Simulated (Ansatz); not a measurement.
## Energy profile

The step: ZnHCl ([Cl][ZnH]) + NH₃ → ZnNH₂Cl ([NH2][Zn][Cl]) + H₂; bonds formed: H2–H4; dative contacts that become bonds: Zn1–N5; bonds broken: Zn1–H2, H4–N5 (atoms numbered as in the saddle structure below).

Zn1  (0.032, -0.963, -0.289)
H2  (-1.326, -0.391, 0.923)
Cl3  (0.411, -2.872, -1.116)
H4  (-0.764, 0.408, 0.699)
N5  (0.325, 0.953, 0.008)
H6  (0.179, 1.608, -0.752)
H7  (1.142, 1.255, 0.527)
(Å)

Electronic energies by CCSD(T) at an estimated basis limit (MP2 extrapolated from triple and quadruple zeta, plus CCSD(T) − MP2 in triple zeta), on PBE0-D4/def2-TZVP structures; ZnNH4Cl, singlet; no counterpoise correction. Ansatz 0.2.0; basis: def2-TZVPP and def2-QZVPP; cores frozen in the correlated methods. The 3s and 3p shells of Cu and Zn are frozen; filled d shells are correlated. Extrapolation: Hartree–Fock as exp(−7.88 √X), correlation as X^−2.97.

Question: Give the profile in kJ/mol, counted from the separated reactants. (Judge from chemistry; the value comes from the calculation.)

Answer: By the calculation:
```tsv
point	kJ/mol
separated: ZnHCl (linked as [Cl][ZnH]; Zn1, H2, Cl3; singlet) + NH3 (H4, N5, H6, H7; singlet)	0.0
start structure	-70.5
saddle	115.8
end structure	5.0
separated: ZnNH2Cl (linked as [NH2][Zn][Cl]; Zn1, Cl3, N5, H6, H7; singlet) + H2 (H2, H4; singlet)	9.9
```

The T1 diagnostic stays at or below 0.015. The start structure is not quite a true minimum (one mode of 47i cm⁻¹).

The step is the kind of exchange with an N–H group that builds nitride films in atomic layer and chemical vapour deposition.

For scale, one of the runs: CCSD(T)/def2-TZVPP, 193 basis functions, launched by `ansatz run in.yaml --threads 4 --pin off --events-out ev --progress --plain --max-ram 9574MiB`. Time: 30 s of wall clock on 4 CPU threads of an Arm Neoverse V2; the host was shared. Peak host memory: 2.1 GiB.
